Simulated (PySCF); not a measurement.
Consider N,N-diethyl-N',N'-dimethylhydrazine, `CCN(CC)N(C)C` (C6H16N2). Optimised structure (Å), atoms numbered from 1:
```
C     0.0383    2.4870    0.5252
C     0.6813    1.1393    0.7804
N     0.1920    0.1156   -0.1187
C     1.0186   -1.0784   -0.1894
C     2.2810   -0.8699   -1.0075
N    -1.1801   -0.1097    0.0552
C    -1.5471   -1.0108    1.1221
C    -1.8516   -0.3697   -1.1888
H    -1.0521    2.4132    0.6412
H     0.4164    3.2432    1.2296
H     0.2494    2.8255   -0.5006
H     1.7698    1.2122    0.6324
H     0.5420    0.8476    1.8470
H     1.2826   -1.4658    0.8199
H     0.4161   -1.8648   -0.6711
H     2.9512   -0.1250   -0.5525
H     2.8476   -1.8096   -1.0940
H     2.0261   -0.5180   -2.0182
H    -1.3368   -2.0813    0.9082
H    -1.0156   -0.7370    2.0459
H    -2.6257   -0.9188    1.3224
H    -1.5999   -1.3565   -1.6396
H    -1.5867    0.4135   -1.9120
H    -2.9415   -0.3519   -1.0299
```

Energies: ωB97X-D3(BJ)/ma-def2-SVP (PySCF, density fitting, integration grid level 2) on PBE0-D3(BJ)/def2-SVP structures. Zero-point and thermal terms (298.15 K, 1 bar) come from unscaled GFN2-xTB harmonic frequencies, with soft modes damped to free rotors in the entropy. These were taken at the GFN2-xTB minima.

(1) What are the vertical and the adiabatic ionisation energy for forming the radical cation?

(2) Where does the unpaired spin of the relaxed radical cation sit?

(3) What oxidation potential follows in acetonitrile (IEF-PCM), on the absolute scale?

(4) How far is −ε(HOMO) from the vertical value by ΔSCF?

Results:

(1) 8.13 eV vertical and 6.64 eV adiabatic, the latter with zero-point energy.

(2) N3 (amine nitrogen) 0.48, N6 (amine nitrogen) 0.45 (intrinsic atomic orbital populations).

(3) In the gas phase ΔG of oxidation is 6.601 eV, and solvation is -11.3 kJ/mol for the parent and -210.4 kJ/mol for the product, so the absolute potential is 4.54 V. The solvent is electrostatics only, on gas-phase structures; the absolute scale refers to an electron at rest in vacuum.

(4) −ε(HOMO) = 8.53 eV, which is 0.40 eV above the ΔSCF value.

Note: ma-def2-SVP is a small basis, whose errors can reach tens of kJ/mol.
